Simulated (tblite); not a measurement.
C8H6FN2P.
Z-matrix (Å and degrees, GFN2-xTB geometry), rows numbered from 1:
```
F 
C   1  1.3509
C   2  1.3822  1  117.51
C   3  1.3826  2  119.80  1   178.60
C   4  1.3856  3  119.62  2     0.02
C   5  1.3801  4  120.32  3     0.31
C   2  1.3943  1  120.91  3   179.20
N   7  1.4001  2  123.97  1     0.23
C   8  1.3540  7  127.26  2    23.49
P   9  1.7166  8  112.57  7   179.37
C  10  1.7645  9   85.64  8    -0.08
N  11  1.3003 10  115.80  9    -0.28
H   3  1.0784  2  118.57  1    -0.74
H   4  1.0785  3  119.80  2  -179.73
H   5  1.0786  4  120.11  3  -179.75
H   6  1.0781  5  121.18  4  -179.66
H   9  1.0729  8  120.53  7     0.66
H  11  1.0755 10  125.90  9   179.61
```

Level: GFN2-xTB in tblite, geometry and Hessian alike; calculated harmonic values, unscaled, isolated species. Errors from tens to a few hundred cm⁻¹ against measured bands are possible. One conformer, not necessarily the lowest.

Harmonic wavenumbers (cm⁻¹): 40.8, 82.8, 134.6, 196.7, 275.7, 294.8, 324.2, 423.4, 452.6, 496.4, 514.8, 526.8, 594.8, 606.7, 666.5, 676.1, 733.1, 788.5, 800.2, 808.1, 818.4, 878.8, 913.6, 918.2, 925.8, 977.4, 1034.5, 1084.4, 1124.1, 1172.4, 1174.8, 1199.8, 1232.7, 1234.5, 1295.1, 1324.2, 1361.9, 1434.3, 1466.3, 1491.0, 1580.3, 1593.7, 3098.7, 3106.7, 3115.6, 3120.4, 3124.1, 3157.0.

A = 2045, B = 548.2, C = 437.8 MHz; mass 180.025 u (most abundant isotopes); point group C1, symmetry number 1.

Problem. Zero-point energy?

Solution. ½Σν̃ = 27198 cm⁻¹ = 325.36 kJ/mol.

Problem. Give the ideal-gas entropy at 200 K and 1 bar in the rigid-rotor, harmonic-oscillator model (classical rotation).

Solution. Translation 165.32, rotation 124.14, vibration 66.17: S = 355.6 J/(mol K).

Problem. And Cp and H(200 K) − H(0)?

Solution. Cp = 114.14 J/(mol K), of which vibrations give 80.89 (their classical limit is 48 R = 399.1); H(200 K) − H(0) = 14.00 kJ/mol without the zero-point energy, 7.35 from vibrations.

Problem. Blend soft modes into free rotors: weight 1/[1 + (100 cm⁻¹/ν̃)⁴] for the oscillator and the rest for a rotor with moment μB/(μ + B), μ = h/(8π²ν), B = 10⁻⁴⁴ kg m². What vibrational entropy results?

Solution. 60.87 J/(mol K) in place of 66.17, which changes −T·S at 200 K by +1.06 kJ/mol.

Problem. Which modes carry the vibrational entropy at 200 K?

Solution. 40.8 cm⁻¹: 18.54; 82.8 cm⁻¹: 12.74; 134.6 cm⁻¹: 8.90; 196.7 cm⁻¹: 6.09; 275.7 cm⁻¹: 3.86; 294.8 cm⁻¹: 3.47 J/(mol K); the other 42 give 12.57 together.

Problem. What must be added to the electronic energy to get the Gibbs energy at 200 K and 1 bar?

Solution. ZPE + [H(200 K) − H(0)] − T·S = 325.36 + 14.00 − 71.13 = 268.23 kJ/mol.

Problem. How do the functions run with temperature in this model?

Solution. 
```tsv
T (K)	S (J/(mol K))	Cp (J/(mol K))	H − H(0) (kJ/mol)	G − H(0) (kJ/mol)	ln q(vib)
50	254.7	50.0	2.03	-10.71	0.49
100	294.9	68.3	4.98	-24.51	1.44
298.15	410.6	164.6	27.69	-94.74	5.81
373.15	451.5	200.4	41.40	-127.08	7.65
500	517.3	249.5	70.09	-188.58	10.88
750	631.4	311.2	140.94	-332.61	17.24
1000	726.2	346.9	223.56	-502.67	23.21
```

q(vib) and H(0) count from the zero-point level.

Hindered rotation and anharmonicity are outside this model. Other conformers, if any are populated, would add a mixing term that is left out. The structure is chiral; the term R ln 2 for an equal mix with its mirror image is left out.
